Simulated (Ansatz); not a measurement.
BCl3H2S (`[SH2+][B-](Cl)(Cl)Cl`) at its PBE0-D4/def2-TZVP geometry, where that method's forces vanish. The species carries charge 0 and has multiplicity 1.

```
atom   x (Å)   y (Å)   z (Å)
  S1  -1.143  -0.407   0.583
  B2   0.594   0.557  -0.114
 Cl3   1.508   0.806   1.422
 Cl4   1.364  -0.586  -1.280
 Cl5  -0.096   2.050  -0.858
  H6  -0.600  -1.608   0.853
  H7  -1.627  -0.812  -0.606
```

Q: For each bond, give half the difference of the two atoms' forces along it (eV/Å; positive pushes the atoms apart) under PBE-D4, r2SCAN-D4, B3LYP-D4, ωB97M-V in def2-TZVPP. (An estimate is asked.)

A: Ansatz gave: 
```tsv
bond	length (Å)	PBE-D4	r2SCAN-D4	B3LYP-D4	ωB97M-V
S1–B2	2.105	0.05	0.11	0.15	0.11
S1–H6	1.346	0.27	0.02	-0.04	-0.12
S1–H7	1.346	0.27	0.02	-0.04	-0.12
B2–Cl3	1.805	0.14	0.07	0.12	0.05
B2–Cl4	1.804	0.11	0.06	0.12	0.04
B2–Cl5	1.805	0.14	0.07	0.12	0.05
```

B3LYP here is the variant with VWN-RPA as its local correlation; programs differ in this.
